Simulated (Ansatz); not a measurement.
`BC(F)[SiH2]F` + H₂ → `BC[SiH2]F` + H–F at 700 K and 1 bar (hydrogenolysis of a C–F bond).

Isolated molecules relaxed with PBE0-D4/def2-TZVP in Ansatz; ΔE leaves out vibrations. CCSD(T)/CBS is the MP2 limit (def2-TZVPP, def2-QZVPP) plus CCSD(T) − MP2 in def2-TZVPP, frozen cores. This one scheme is used for every species. One conformer a species, not always the lowest.

| species | CCSD(T)/CBS energy (Eh) | H − E (kJ/mol) | S (J/(mol·K)) |
| --- | --- | --- | --- |
| `BC(F)[SiH2]F` | -554.54610 | 235.0 | 461.4 |
| H₂ | -1.17544 | 46.8 | 155.3 |
| `BC[SiH2]F` | -455.38132 | 249.1 | 431.4 |
| H–F | -100.39570 | 45.2 | 198.5 |

H − E and S are ideal-gas, rigid-rotor, harmonic terms from PBE0-D4/def2-TZVP, for one conformer and one mirror image of each species. The MP2-based limit puts H₂ 0.8 mEh under its directly extrapolated value; such offsets cancel only in part. 1 Eh = 2625.50 kJ/mol, R = 8.31446 J/(mol·K).

Task: By hand: ΔE, ΔH, ΔS and ΔG.

Result: ΔE = (-455.38132) + (-100.39570) − (-554.54610) − (-1.17544) = -0.05548 Eh = -145.7 kJ/mol. Δ(H − E) = 249.1 + 45.2 − 235.0 − 46.8 = 12.5, so ΔH = -133.2 kJ/mol. ΔS = 431.4 + 198.5 − 461.4 − 155.3 = 13.2 J/(mol·K). ΔG = -133.2 − 700 × (13.2)/1000 = -142.4 kJ/mol.

Task: By hand: the equilibrium constant, and the temperature at which ΔG would vanish if ΔH and ΔS stayed fixed.

Result: log₁₀ K = −ΔG/(RT ln 10) = 10.6. ΔH and −TΔS have one sign here, so there is no such temperature.

The number of gas molecules stays the same, so ΔS is small and ΔH decides. A doubt of 5 kJ/mol in ΔE shifts log₁₀ K by 0.4 here. Other conformers and mirror images would add mixing entropy, several J/(mol·K) or more a flexible species. Modes under 60 cm⁻¹, often nearly free rotors, make the harmonic entropy too high. These are equilibria of isolated gas molecules and say nothing of rates. Largest T1 diagnostic: 0.013 (customary marks: 0.02 for closed shells, 0.045 for open ones).
